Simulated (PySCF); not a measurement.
## `C1[C@@H](C=C)[C@H]1[GeH2][PH2]`, C$_{5}$H$_{11}$GeP

Molfile (atoms numbered from 1):
```
C5H11GeP
     RDKit          3D

 18 18  0  0  0  0  0  0  0  0999 V2000
   -1.7935    1.4431    1.2835 C   0  0  0  0  0  0  0  0  0  0  0  0
   -1.1590    0.3774    0.8241 C   0  0  0  0  0  0  0  0  0  0  0  0
   -1.1682   -0.0603   -0.5772 C   0  0  2  0  0  0  0  0  0  0  0  0
   -1.0529   -1.5238   -0.8836 C   0  0  0  0  0  0  0  0  0  0  0  0
    0.1001   -0.6194   -1.1825 C   0  0  2  0  0  0  0  0  0  0  0  0
    1.7580   -0.7070   -0.1276 Ge  0  0  0  0  0  4  0  0  0  0  0  0
    2.1760    1.2592    0.9976 P   0  0  0  0  0  0  0  0  0  0  0  0
   -1.7566    1.7231    2.3215 H   0  0  0  0  0  0  0  0  0  0  0  0
   -2.3798    2.0757    0.6366 H   0  0  0  0  0  0  0  0  0  0  0  0
   -0.5832   -0.2507    1.4973 H   0  0  0  0  0  0  0  0  0  0  0  0
   -1.8015    0.5339   -1.2272 H   0  0  0  0  0  0  0  0  0  0  0  0
   -0.9606   -2.1990   -0.0438 H   0  0  0  0  0  0  0  0  0  0  0  0
   -1.6282   -1.9248   -1.7056 H   0  0  0  0  0  0  0  0  0  0  0  0
    0.2516   -0.3767   -2.2289 H   0  0  0  0  0  0  0  0  0  0  0  0
    1.6449   -1.8474    0.8606 H   0  0  0  0  0  0  0  0  0  0  0  0
    2.8692   -1.1407   -1.0667 H   0  0  0  0  0  0  0  0  0  0  0  0
    1.9347    2.0227   -0.1370 H   0  0  0  0  0  0  0  0  0  0  0  0
    3.5401    1.2208    0.7469 H   0  0  0  0  0  0  0  0  0  0  0  0
  1  2  2  0
  2  3  1  0
  3  4  1  0
  4  5  1  0
  5  6  1  0
  6  7  1  0
  5  3  1  0
  1  8  1  0
  1  9  1  0
  2 10  1  0
  3 11  1  6
  4 12  1  0
  4 13  1  0
  5 14  1  6
  6 15  1  0
  6 16  1  0
  7 17  1  0
  7 18  1  0
M  END
```

Method: TDDFT CAM-B3LYP/def2-SVPD circular dichroism and optical rotation, one conformer, gas phase (PySCF). Geometry: GFN2-xTB.

The molecule is flexible and this is one conformer; a measurement averages over conformers. The calculation is non-relativistic, which matters for the atoms heavier than Zn.

Stereocentres: C3 S, C5 S.

(1) Give the optical rotatory dispersion at 633, 589.3, 546, 436, 405, 365, 355 nm.

(2) And for the mirror image at 589.3 nm?

(3) What is the molar rotation [Φ] = [α]·M/100 of the geometry above at 589.3 nm?

## Answers

(1) [α] in deg dm⁻¹ (g/mL)⁻¹:
```tsv
λ (nm)	origin-invariant length gauge	modified velocity gauge	length gauge (centre of mass)	isotropic polarisability (au)
633	-163.6	-142.4	-163.8	118.8
589.3	-191.3	-166.4	-191.6	119.4
546	-226.6	-196.8	-226.9	120.2
436	-379.6	-327.5	-380.1	123.4
405	-452.6	-389.1	-453.1	124.9
365	-583.5	-498.1	-584.1	127.6
355	-625.3	-532.5	-626.0	128.5
```

(2) +191.3 deg dm⁻¹ (g/mL)⁻¹ (origin-invariant length gauge): the same size and the opposite sign.

(3) With M = 174.75 g/mol, -334.4 deg cm² dmol⁻¹ (origin-invariant length gauge).

The first excitation lies at 6.41 eV (193 nm) with R = +96.0 × 10⁻⁴⁰ esu² cm² (velocity form).
